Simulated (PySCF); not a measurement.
Gas-phase reaction: GeHF₃ + 2 GeH₄ ⇌ 3 GeH₂ + 3 HF. Level: ωB97M-V/def2-TZVP†; standard pressure 1 bar.

Computed with PySCF and rigid-rotor harmonic-oscillator thermochemistry at 1 bar. † marks an energy on the PBE0/def2-TZVP geometry and frequencies. All species are closed-shell singlets. Ge: all electrons, no relativistic terms. GeHF₃, GeH₂: computed as isolated molecules; such fragments, hydroxides, amides, oligomers or adducts are transient or little studied in the gas. The harmonic model lacks anharmonicity and excited electronic states, which grow with temperature; levels with a mode under 35 cm⁻¹ are left out.

| T (K) | 1000/T (1/K) | log10 K |
|---|---|---|
| 1000 | 1.0000 | -12.10 |
| 1200 | 0.8333 | -6.22 |
| 1400 | 0.7143 | -2.07 |
| 1600 | 0.6250 | ? |
| 1800 | 0.5556 | 3.38 |
| 2000 | 0.5000 | 5.25 |

**Question.** Fit log10 K = a + b·(1000/T) to the five rows, get the mean ΔH° and ΔS°, and predict log10 K at 1600 K.

**Answer.** Means: 1000/T = 0.7206, log10 K = -2.352. Sums of products about the means: Sxy = -5.78407, Sxx = 0.166695, so b = Sxy/Sxx = -34.70 and a = -2.352 − (-34.70)×0.7206 = 22.65.
ΔH° = −R ln 10 × 1000 K × b = −19.145 × (-34.70) = 664 kJ; ΔS° = R ln 10 × a = 434 J/K. The run's own values go from 679 kJ and 447 J/K at 1000 K to 640 kJ and 421 J/K at 2000 K.
Prediction at 1600 K: 22.65 + (-34.70)×0.6250 = 0.96. The computed value is 1.01, 0.05 from the line.
For scale, ΔH°(298 K) is 686 kJ at this level, 739 kJ at ωB97X-V/def2-TZVP†, and runs from 554 to 786 kJ over the 20 levels computed.
